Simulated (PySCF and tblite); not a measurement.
The numbers below are computed, except where a source is named.
C8H16, numbered as in [CH3:1][CH2:2][CH:3]1[CH2:4][CH2:5][CH2:6][CH2:7][CH2:8]1. Free energies: B3LYP-D3(BJ)/pcSseg-1 (IEF-PCM, chloroform) on GFN2-xTB structures plus GFN2-xTB thermal terms, symmetry and mirror images included. Conformers within 3 kcal/mol (GFN2-xTB free energy) were kept, 10 at most. GIAO shieldings: B3LYP/pcSseg-1 (IEF-PCM, chloroform). Shifts are against TMS (¹H), TMS (¹³C) at the same level; of two unlike H on one atom, a is the less shielded. (PySCF 2.14, tblite 0.8.)

Torsions listed: C1–C2–C3–C4. The 6-ring runs over atoms 3–4–5–6–7–8. Of a mirror pair one member is shown.

```csv
conformer,shape,point group,mirror pair,ΔE(DFT),Δ(G−E) at 298.15 K,δ H4b/H8b (ppm)
1,6-ring chair (all substituents equatorial); -169°,C1,yes,0.00,0.00,0.80
2,6-ring chair (all substituents equatorial); 62°,Cs,no,0.62,0.19,1.28
3,6-ring chair (C2 axial); -165°,C1,yes,1.25,0.27,1.70
```

Energies in kcal/mol; the thermal term leaves out symmetry numbers and mirror images.

Q: Work out the weights at 298.15 K and the ¹H shift of H4b/H8b under fast exchange.

A: RT = 0.592 kcal/mol. Each conformer gets RT ln(σ/g), with σ the rotational symmetry number and g = 2 for a mirror pair: 1: σ = 1, g = 2, G = 0.00 + 0.00 − 0.41 = -0.41, 0.00 above the lowest, exp(−ΔG/RT) = 1.000; 2: σ = 1, g = 1, G = 0.62 + 0.19 + 0.00 = 0.82, 1.23 above the lowest, exp(−ΔG/RT) = 0.126; 3: σ = 1, g = 2, G = 1.25 + 0.27 − 0.41 = 1.10, 1.51 above the lowest, exp(−ΔG/RT) = 0.078. The sum is 1.204, so the weights are 83.1, 10.5, 6.4 %. The averaged shift is 0.91 ppm. At 298.15 K the leading conformer alone gives 0.80 ppm and bare DFT energies give 0.99 ppm.
